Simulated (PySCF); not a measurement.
## C$_{4}$H$_{5}$F$_{3}$O$_{2}$Si: full NMR table

```
Formula                               : C4H5F3O2Si
SMILES                                : O=CO/C([SiH3])=C\C(F)(F)F
InChI                                 : InChI=1S/C4H5F3O2Si/c5-4(6,7)1-3(10)9-2-8/h1-2H,10H3/b3-1+
Point group of the computed structure : Cs
Degrees of unsaturation               : 2
Carbon signals                        : 4
Proton signals                        : 3
```

Structure with atom numbers: `[O:1]=[CH:2][O:3]/[C:4]([SiH3:5])=[CH:6]\[C:7]([F:8])([F:9])[F:10]`. Each H is labelled by its parent atom.

Fast rotation and ring inversion assumed for equivalent nuclei, single conformer, no solvent, non-relativistic. PBE0/pcSseg-1 with gauge-including orbitals; GFN2-xTB geometry; PySCF 2.14.0 with density-fitted response routines.

References, each an isolated molecule treated in the same way: 1H, 13C, 29Si vs TMS; CFCl3 for 19F; 17O against H2O.

| carbon | δC, type | δH (multiplicity) | HMBC from (2–3 bonds) | span of the C tensor (ppm) |
| --- | --- | --- | --- | --- |
| C2 | 166.3, CH | 8.17 (s) | – | 156 |
| C4 | 165.3, C | – | H(C2), H(C6), H(Si5) | 211 |
| C6 | 126.2, CH | 6.02 (m) | H(Si5) | 174 |
| C7 | 131.1, C | – | H(C6) | 13 |

Other nuclei:
| atoms | nucleus | environment | δ (ppm) | σ (ppm) |
| --- | --- | --- | --- | --- |
| H(Si5) | 1H | hydrogen on a silicon bonded to C | 4.61 | 27.10 |
| F8/F9/F10 | 19F | fluorine of a CF3 group | -72.6 | 243.6 |
| Si5 | 29Si | silicon bonded to C, 3 H | -77.7 | 426.9 |
| O1 | 17O | ester carbonyl oxygen | 431.1 | -95.1 |
| O3 | 17O | ester alkoxy oxygen | 272.2 | 63.9 |

- Carbon types of the structure: 2 × C, 2 × CH, leaving 3 H on heteroatoms.
- δC 166.3: ester carbonyl carbon; it is a carbonyl in resonance with an O or N lone pair, the region of acids, esters and amides.
- δC 165.3: alkene carbon bearing oxygen; an sp2 carbon further deshielded by the attached heteroatom.
- δC 131.1: CF3 carbon; 3 electronegative neighbours deshield it.
- δC 126.2: β carbon of an enol-ether or enamine type C=C.
- δH 6.02: hydrogen on a β carbon of an enol-ether or enamine type C=C; a vinylic proton, deshielded by the sp2 carbon and the C=C anisotropy.

Splittings by 19F in the carbon and heteronuclear signals aren't shown, as no couplings were computed. Shifts are as computed. Against solution values, carbons near 30 ppm lie about +3 ppm off and those near 130 ppm about +5 ppm. Of 1211 compounds with measured shifts, 218 miss one by over three times the rms of a fit or turn the order of signals round; such compounds aren't used in these exercises. Unscaled 19F shifts against computed CFCl3 carry errors that often reach 10 to 50 ppm. Unscaled 17O shifts of doubly bonded oxygen tend to come out too high, by tens of ppm or more. Experimental scales use liquid or dissolved standards, which lie at an offset from isolated H2O (liquid H2O: subtract about 36 ppm). Multiplicities follow the n + 1 count of equivalent neighbours, as no J values were calculated; m marks all less simple cases, F and P coupling included.
